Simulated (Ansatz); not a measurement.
Ansatz results at the PBE0-D4/def2-TZVP geometry: LUMO energy (PBE/def2-TZVPP) -1.61 eV; HOMO energy (PBE0/def2-TZVPP) -6.66 eV; HOMO–LUMO gap (B3LYP/def2-TZVPP) 5.71 eV.

Each molecule was computed in one conformer, which needn't be the lowest.

Task: Which molecule gave them?
A. `C=NC(=N)F`
B. `C=[N][SnH]([CH3])[OH]`
C. `C[O][SnH2][CH]=N`
D. `C[N](C)[Sn][OH]`

Result: B. The others give `C[O][SnH2][CH]=N`: -1.99, -7.01, 5.70; `C=NC(=N)F`: -3.12, -8.63, 6.02; `C[N](C)[Sn][OH]`: -2.19, -6.34, 4.36.

B3LYP here is the variant with VWN-RPA as its local correlation; programs differ in this.
